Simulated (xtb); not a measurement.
C4H14GeO2Si, SMILES C[Si](O)(O)[Ge]([CH3])([CH3])[CH3]. All values are semi-empirical tight-binding results from xtb (GFN2-xTB unless named), good for trends rather than for accurate numbers. Coordinates come from a GFN2-xTB optimisation. This is a generated structure with no PubChem entry under its InChIKey; it may be hypothetical. Other conformers were not sampled.

For metal compounds this method's bond lengths and energies can be far off.

| Item | Value |
|---|---|
| orbital gap | 5.73 eV |
| zero-point energy | 108.2 kcal/mol |
| G − E(el) at 298.15 K (modified RRHO) | 81.2 kcal/mol |
